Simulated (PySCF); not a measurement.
**Substituent chemical shifts**

Parent skeleton `[CH3:1][NH:2][SiH2:3][Si:4]([OH:5])([OH:6])[SiH3:7]`; one hydrogen on atom 3 is replaced by X. Hydrogens on one atom are averaged.

[PySCF: structure optimised with GFN2-xTB; GIAO PBE0/pcSseg-1 shieldings; non-relativistic; one averaged value for each set of equivalent atoms; one conformer; gas phase]

Chemical shifts δ = σref − σ; ¹³C, ²⁹Si, ¹H vs TMS; NH3 for ¹⁵N; H2O for ¹⁷O, all at this level.

Parent (X = H): C1 35.8, N2 9.3, Si3 -49.6, Si4 26.1, O5 51.5, O6 51.5, Si7 -126.9, H(C1) 2.76, H(Si3) 4.76 ppm. Effects are Δδ = δ(X) − δ(H), positive for deshielding.

(1) Give Δδ (ppm) for X = NH2, C2H5, OH, vinyl, NHCH3, OSiH3.

(2) Which position responds most, and to which substituents?

## Answers

(1) 
```tsv
X	SMILES	C1	N2	Si3	Si4	O5	O6	Si7	H(C1)	H(Si3)
NH2	CN[Si@@H](N)[Si](O)(O)[SiH3]	-2.9	+21.7	+16.3	-16.3	+26.8	+28.0	+3.9	+0.08	+0.61
C2H5	CC[Si@H](NC)[Si](O)(O)[SiH3]	-2.8	-0.3	+27.3	-12.1	+27.5	+30.6	+3.6	-0.03	+0.28
OH	CN[Si@H](O)[Si](O)(O)[SiH3]	-5.7	+33.4	+26.0	-13.1	+1.8	+2.2	+1.0	+0.07	+0.23
vinyl	C=C[Si@@H](NC)[Si](O)(O)[SiH3]	-1.5	+13.2	+12.7	-2.5	-6.9	-0.8	+1.1	+0.08	+0.22
NHCH3	CN[SiH](NC)[Si](O)(O)[SiH3]	-4.4	+7.8	+24.7	-17.2	-5.4	-5.4	-0.4	+0.03	+0.46
OSiH3	CN[Si@@H](O[SiH3])[Si](O)(O)[SiH3]	-2.7	+35.2	+13.0	-13.3	-0.4	-14.3	+2.2	+0.11	+0.29
```

(2) O6: from -14.3 ppm with OSiH3 to +30.6 ppm with C2H5.

Experimental scales use liquid or dissolved standards, which lie at an offset from isolated NH3 (liquid NH3: subtract about 20 ppm) and H2O (liquid H2O: subtract about 36 ppm).
